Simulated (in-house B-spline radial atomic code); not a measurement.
Radial electron density of Mn+, [Ar] 3d5 4s1. Level of theory: scalar-relativistic (X2C) TPSSh, spin-polarised, spherical fractional occupations, exact exchange averaged over the configuration, Fermi nucleus of rms radius 3.7057 fm; calculated with a B-spline radial code for spherical atoms.

Columns: r (bohr), 4πr²n(r) (electrons per bohr), bar.

```
 0.00217   0.7209 #
 0.00265    1.027 #
 0.00324    1.458 ##
 0.00396    2.058 ###
 0.00483    2.873 ####
  0.0059    3.986 #####
 0.00721    5.473 #######
 0.00881    7.413 ##########
  0.0108    9.919 #############
  0.0131    12.82 #################
   0.016    16.32 ######################
  0.0196    20.21 ###########################
  0.0239       24 ################################
  0.0292    27.33 #####################################
  0.0357    29.53 ########################################
  0.0436    30.07 ########################################
  0.0532    28.82 #######################################
   0.065    26.31 ###################################
  0.0794    23.86 ################################
  0.0969    23.11 ###############################
   0.118    25.03 ##################################
   0.145    29.18 #######################################
   0.177    32.68 ############################################
   0.216    32.53 ############################################
   0.263     27.6 #####################################
   0.322    19.69 ###########################
   0.393    13.37 ##################
    0.48    11.58 ################
   0.586    13.39 ##################
   0.715    15.01 ####################
   0.874    13.74 ##################
    1.07       10 #############
     1.3    6.104 ########
    1.59    3.244 ####
    1.94    1.742 ##
    2.37    1.008 #
     2.9   0.5795 #
    3.54   0.2864 
    4.32   0.1101 
    5.28  0.03047 
    6.45  0.00549 
    7.87 0.0005808 
    9.62 3.179e-05
```

On this grid the curve has 3 maxima, near 0.0436, 0.177, 0.715 bohr.

The 4s up radial function P(r) = rR(r), positive near the nucleus:

```tsv
r (bohr)	P
0.0008	0.00787
0.00119	0.01132
0.00178	0.01629
0.00265	0.0232
0.00396	0.03281
0.0059	0.04557
0.00881	0.06187
0.0131	0.08056
0.0196	0.09878
0.0292	0.1082
0.0436	0.09515
0.065	0.04299
0.118	-0.1084
0.177	-0.1858
0.263	-0.1233
0.393	0.1066
0.586	0.3049
0.874	0.1773
1.3	-0.2539
1.94	-0.6263
2.9	-0.6165
4.32	-0.3107
6.45	-0.07265
9.62	-0.00561
```
